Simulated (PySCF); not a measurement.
SrCl, SMILES [Sr][Cl], multiplicity 2. Coordinates come from a PBE-D3(BJ)/def2-TZVPD optimisation. The multiplicity is an assumed one; other spin states were not compared. The def2 effective core potentials stand for the cores of Sr; spin–orbit coupling is left out.

Computed equilibrium geometry at PBE-D3(BJ)/def2-TZVPD (PySCF confirms it by a frequency run) as a Z-matrix, and its point group:
point group C∞v.
```
Sr
Cl 1 2.5817
```
Charge 0, spin multiplicity 2.
